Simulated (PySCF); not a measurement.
Al(Me)2(SMe) (C3H9AlS), SMILES [CH3][Al]([S]C)[CH3].

Geometry optimised at PBE-D3(BJ)/def2-SVP. The structure was generated by enumeration; whether it is a known compound was not checked. The values are those of a single conformer.

These are IEF-PCM-PBE0/def2-SVP (PySCF) values and carry that method's errors.

The values are the electrostatic part of the solvation free energy, E(continuum) − E(gas) at the gas-phase geometry, in a cavity of scaled van der Waals radii (PySCF's table); cavitation and dispersion terms are not included. A continuum can't describe solvent molecules that bind to the metal. In vacuum the orbital gap is 6.44 eV. The dipole moment in vacuum is 1.77 D.

```
solvent       ε  ΔG(elec) (kcal/mol)  dipole (D)  gap (eV)
--------  -----  -------------------  ----------  --------
water     78.36                 -4.3        2.46      6.86
acetone   20.49                 -4.0        2.41      6.83
n-hexane   1.88                 -1.5        1.99      6.58
```
